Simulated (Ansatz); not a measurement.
`NB1OC1F` → B• + C• + F• + 3 H• + N• + O•  (atomization)

Isolated molecules relaxed with PBE0-D4/def2-TZVP in Ansatz; ΔE leaves out vibrations. CCSD(T)/CBS adds triple-zeta CCSD(T) − MP2 to the extrapolated MP2 energy (def2 sets, frozen cores). This one scheme is used for every species, atoms too. Functionals use def2-TZVPP. B3LYP here is the variant with VWN-RPA as its local correlation; programs differ in this. HSE06 is defined as in plane-wave codes. No spin–orbit coupling; open shells (•) take unrestricted orbitals. Spin–orbit coupling would lower the free atoms: a little for B, C, F, O. One conformer a species, not always the lowest.

```
          level  ΔE (kcal/mol)  difference from CCSD(T)/CBS
    LDA (SPW92)          935.6                        151.9
         PBE-D4          822.1                         38.4
      r2SCAN-D4          792.7                          9.0
         B97M-V          790.1                          6.4
       BHLYP-D4          751.2                        -32.5
        ωB97M-V          793.3                          9.6
         B2PLYP          781.7                         -2.0
           BLYP          791.2                          7.5
          B3LYP          785.0                          1.3
          HSE06          793.0                          9.3
   MP2/def2-SVP          765.4                        -18.3
 MP2/def2-TZVPP          788.4                          4.7
CCSD/def2-TZVPP          743.9                        -39.8
  HF/def2-QZVPP          538.5                       -245.2
   HF/CBS(def2)          538.7                       -245.0
 CCSD/CBS(def2)          767.7                        -16.0
    CCSD(T)/CBS          783.7                            0
```

Largest T1 diagnostic among the species: 0.014.

The D4 term adds +4.3 kcal/mol with B3LYP and +2.2 kcal/mol with PBE0; it sums over pairs of atoms, weighted by their polarisabilities, and B3LYP, whose exchange is more repulsive, gets the larger term. Leaving LDA and LC-ωPBE aside and taking each functional with its dispersion term where it has one, the values spread over 70.9 kcal/mol, from BHLYP-D4 to PBE-D4. LDA lies +116.2 kcal/mol from PBE without D4, its usual overbinding. At CCSD(T), def2-SVP lies −42.8 kcal/mol from the extrapolated value and def2-TZVPP −23.8 kcal/mol: correlation converges slowly with the basis, and small sets miss more of it in the bonded molecule than in its fragments.

For atomizations the MP2-based limit and the directly extrapolated one differ by several kJ/mol either way, and by 10 to 25 for some Ge, Se and Sn compounds, so smaller differences from it don't rank the levels.
